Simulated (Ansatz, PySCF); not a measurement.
silene cation (CH4Si), SMILES C=[SiH2] (connectivity only; charge and spin as stated), charge +1, multiplicity 2. Atoms are numbered in the order given.

```xyz
6

C      0.0000     0.0000    -1.2182
Si     0.0000     0.0000     0.5770
H      0.0001    -0.9212    -1.7929
H     -0.0001     0.9212    -1.7929
H     -0.0001     1.2751     1.2993
H      0.0001    -1.2751     1.2993
```
Charge +1, spin multiplicity 2.

Geometry optimised at B3LYP-D3(BJ)/def2-TZVP. The multiplicity is an assumed one; other spin states were not compared.

Two levels are set side by side: PBE-D3(BJ)/def2-TZVP (Ansatz, a quantum-chemistry and plane-wave program) and B3LYP-D3(BJ)/def2-TZVP (Ansatz). Each level has its own optimised geometry; the coordinates shown are those of the second. Frequencies come from the Hessian of PySCF at each geometry. Differences are taken from unrounded values.

| quantity | B3LYP-D3(BJ) |
|---|---|
| mean bond length (Å) | 1.380 |
| bond C1–Si2 (Å) | 1.795 |
| bond C1–H3 (Å) | 1.086 |
| bond C1–H4 (Å) | 1.086 |
| bond Si2–H5 (Å) | 1.465 |
| bond Si2–H6 (Å) | 1.465 |
| highest harmonic wavenumber (cm⁻¹) | 3227 |
| mean harmonic wavenumber (cm⁻¹) | 1449 |
| zero-point energy (kcal/mol) | 24.85 |

Problem. What does PBE-D3(BJ) give, and how far is it from B3LYP-D3(BJ)? (An estimate is asked for; the answer gives what the named calculation found.)

Solution. 
```
quantity                            PBE-D3(BJ)  PBE-D3(BJ) minus B3LYP-D3(BJ)
----------------------------------  ----------  -----------------------------
mean bond length (Å)                     1.392                          0.012
bond C1–Si2 (Å)                          1.807                          0.012
bond C1–H3 (Å)                           1.095                          0.009
bond C1–H4 (Å)                           1.095                          0.009
bond Si2–H5 (Å)                          1.481                          0.015
bond Si2–H6 (Å)                          1.481                          0.015
highest harmonic wavenumber (cm⁻¹)        3161                            -66
mean harmonic wavenumber (cm⁻¹)           1402                            -47
zero-point energy (kcal/mol)             24.05                          -0.80
```

GGA bonds tend to be longer and softer than those of functionals with exact exchange. Differences between two approximate levels are no errors against the true value.
